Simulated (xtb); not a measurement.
Input file for xtb: GFN1-xTB on CH4O (SMILES CO).

```
$ xtb mol.xyz --gfn 1 --sp --chrg 0 --uhf 0
6

C      0.07010140     0.08514312    -0.29363521
O     -0.82491142    -0.33684418     0.73504302
H      0.71436758    -0.73207132    -0.62933341
H      0.69364046     0.86771405     0.13481247
H     -0.47011255     0.49826948    -1.14963247
H     -1.39137244    -1.03840352     0.39949525
```

The head of its log:

```
[...]
           -------------------------------------------------
          |                Calculation Setup                |
           -------------------------------------------------



           -------------------------------------------------
          |                 G F N 1 - x T B                 |
           -------------------------------------------------

        Reference                      10.1021/acs.jctc.7b00118
      * Hamiltonian:
        H0-scaling (s, p, d)           1.850000    2.250000    2.000000
        zeta-weighting                 0.000000
      * Dispersion:
        s8                             2.400000
        a1                             0.630000
        a2                             5.000000
        s9                             0.000000
      * Repulsion:
        kExp                           1.500000
        rExp                           1.000000
      * Coulomb:
        alpha                          2.000000
        third order                    atomic
        anisotropic                    false
      * Halogen bond correction:
        rad-scale                      1.300000
        damping                        0.440000


          ...................................................
          :                      SETUP                      :
          :.................................................:
          :  # basis functions                  16          :
          :  # atomic orbitals                  16          :
          :  # shells                           12          :
          :  # electrons                        14          :
          :  # halogen bonds                     0          :
          :  max. iterations                   250          :
          :  Hamiltonian                  GFN1-xTB          :
          :  restarted?                      false          :
          :  GBSA solvation                  false          :
          :  PC potential                    false          :
          :  electronic temp.          300.0000000     K    :
          :  accuracy                    1.0000000          :
          :  -> integral cutoff          0.2500000E+02      :
          :  -> integral neglect         0.1000000E-07      :
          :  -> SCF convergence          0.1000000E-05 Eh   :
          :  -> wf. convergence          0.2000000E-04 e    :
          :  Broyden damping             0.4000000          :
          :  net charge                          0          :
          :  unpaired electrons                  0          :
          ...................................................

 iter      E             dE          RMSdq      gap      omega  full diag
   1     -9.0193985 -0.901940E+01  0.638E+00    8.85       0.0  T
   2     -9.0336893 -0.142908E-01  0.380E+00    8.70       1.0  T
```

### Question
Give the final energy of this run.

### Answer
-8.9609 hartree.
